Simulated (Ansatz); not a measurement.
The cluster Si₂W₂⁻, relaxed as a doublet with UKS PBE0-D4/def2-SVPD in Ansatz, starting from the GFN2-xTB geometry. Force threshold 0.02 eV/Å.

In the def2 sets W takes a core potential; there is no spin–orbit coupling. The charge -1 doublet is spin-contaminated (final ⟨S²⟩ up to 2.53, 0.75 for a pure state). The relaxation made no stability test and no search for a lower SCF solution. No other spin state of charge -1 was run. Another isomer (quartet) lies 0.63 eV lower at PBE0-D4/def2-TZVPD; other spin states weren't run for this one.

Start:

```xyz
4

W     0.087    0.297    1.478
W     1.937    0.185   -0.199
Si   -1.910   -0.183    0.077
Si   -0.114   -0.299   -1.356
```

```csv
step,energy (eV),largest force component (eV/Å),SCF passes
1,-19390.7365,2.917,71
2,-19391.3919,1.198,49
3,-19391.4550,0.805,49
4,-19391.4794,0.102,40
5,-19391.4802,0.038,38
6,-19391.4803,0.011,40
```

Force components are those of the run's own axes.

End:

Cartesian coordinates in Å:
```
W 0.178 0.266 1.224
W 1.984 0.200 -0.096
Si -2.009 -0.203 0.076
Si -0.154 -0.264 -1.205
```

By distances, no bond broke or formed. The bond that changes most is W1–Si4, from 2.90 to 2.51 Å (atoms count from 1).

No frequencies were taken in this run, so the end may be a saddle point.

Run time 24 s (4 threads of Arm Neoverse V1 on a shared host).
